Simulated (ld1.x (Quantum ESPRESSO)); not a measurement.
**PBE TM dataset for strontium, scalar-relativistic all-electron reference.**

ld1.x (Quantum ESPRESSO) 7.5 input, shortened:

```
&input
   title='Sr', zed=38., rel=1, dft='PBE', iswitch=3,
   config='[Kr] 4d0 5s0.5 5p0'
 /
 &inputp
   pseudotype=2, tm=.true., lloc=1,
   nlcc=.true., new_core_ps=.true.
 /
3
5S  1  0   0.50   0.00  2.90  2.90  0.0
4D  3  2   0.00   0.00  2.15  2.15  0.0
5P  2  1   0.00   0.00  3.30  3.30  0.0
 &test
   configts(1)='4d0 5s0.5 5p0'
 /
```

Poles of the logarithmic derivatives, all-electron (AE) and pseudo (PS). s: poles at 0.3 (AE) and -2.6, 0.5, 4.8 (PS) Ry. p: poles at -2.4, 1.1 (AE) and 0.5, 2.9 (PS) Ry. d: poles at -0.4, 2.6 (AE) and -0.4, 4.4 (PS) Ry. Test radius 3.60 bohr.

* Cutoffs needed: 6 Ry and 8 Ry (the cutoffs (Ry, on a coarse ladder) from which the occupation-weighted sum of valence levels, in a spherical-Bessel basis at the reference potential, stays within 10 and 1 mRy of its value at 400 Ry) The cutoffs count occupied waves only; the empty 4d level needs 18 Ry at the loose tolerance.
* Ghost test: ghost state, extra bound levels that the all-electron valence spectrum of the same l lacks: s at -35.9 eV; a true bound ghost makes a file unfit for plane-wave use (spherical-Bessel basis up to 400 Ry, 20 bohr box)
* Largest excitation error: -77 meV (all-electron minus pseudo) for 4d0.5 5s1.5 5p0, out of 7 test configurations
